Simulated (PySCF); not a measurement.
V(F)5 anion (F5V), SMILES [F][V]([F])([F])([F])[F] (connectivity only; charge and spin as stated), charge -1, multiplicity 2.

Geometry: ωB97X-D3(BJ)/def2-SVPD. The geometry has at least one imaginary mode, so it is a saddle point at that level. The spin state was assumed, not searched. The isomer is the one that the SMILES or the coordinates give; other isomers of the formula were not compared.

Calculation: PySCF with ωB97X-D3(BJ)/def2-SVPD.

Frequencies are harmonic and unscaled.

```tsv
mode	ν (cm⁻¹)	IR (km/mol)	moving atoms (share of kinetic energy)
1	66i	30.9	F 93 %
2	137	0.1	F 99 %
3	206	78.2	F 72 %, V 28 %
4	257	1.4	F 97 %
5	283	0.0	F 100 %
6	285	11.4	F 77 %, V 23 %
7	305	7.1	F 85 %, V 15 %
8	514	0.2	F 100 %
9	599	499.8	F 70 %, V 30 %
10	621	488.9	F 53 %, V 47 %
11	660	0.8	F 100 %
12	716	271.3	F 58 %, V 42 %
```
